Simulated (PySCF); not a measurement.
**Functional dependence of a UV spectrum**

C4H6OSi.
SMILES: `[SiH3]c1ccco1`

Linear-response calculations in the def2-SVPD basis (PySCF; singlets by full response, triplets Tamm–Dancoff, core orbitals frozen in the response; HF means time-dependent Hartree–Fock). 'Strongest' is the level of largest summed f among the singlets computed (10 roots, of which the last may lack a degenerate partner); it can jump between rows when another state enters that window. S1 is the lowest singlet of each run and needn't be the same state throughout; f(S1) is that of one state. Geometry: PBE0-D3(BJ)/def2-SVP; no solvent, vibrations or thermal averaging.

```
functional                               kind  S1 (eV)  f(S1)  strongest (eV)  T1 (eV)  HOMO (eV)  gap (eV)  ionisation energy, ΔSCF (eV)
       LDA                                LDA     5.65  0.320            5.65     4.07      -6.00      4.52                          8.94
       PBE                                GGA     5.64  0.312            5.64     3.91      -5.82      4.54                          8.71
     B3LYP  global hybrid, 20% exact exchange     5.78  0.325            5.78     3.87      -6.61      6.03                          8.77
      PBE0  global hybrid, 25% exact exchange     5.86  0.334            5.86     3.83      -6.82      6.44                          8.75
 BHandHLYP  global hybrid, 50% exact exchange     5.92  0.324            5.92     3.72      -7.65      8.27                          8.58
 CAM-B3LYP             range-separated hybrid     5.91  0.320            7.95     3.85      -8.06      8.79                          8.82
   wB97X-D             range-separated hybrid     5.93  0.327            7.99     3.95      -8.61      9.99                          8.79
   LC-wPBE             range-separated hybrid     6.07  0.314            8.17     3.79      -9.39     11.21                          8.91
```

Q: What does HF (Hartree–Fock) give?

A: S1 (eV) 5.92, f(S1) 0.304, strongest (eV) 8.32, T1 (eV) 3.23, HOMO (eV) -8.82, gap (eV) 11.27, ionisation energy, ΔSCF (eV) not settled. S1 runs from 5.64 eV (PBE) to 6.07 eV (LC-wPBE), a spread of 0.42 eV, while the orbital gap spreads over 6.8 eV. −ε(HOMO) comes closest to its own ΔSCF ionisation energy with wB97X-D (-0.18 eV) and misses most with LDA (-2.94 eV). 'Not settled' means that the ion's SCF failed to converge or may have ended in another state than the lowest.
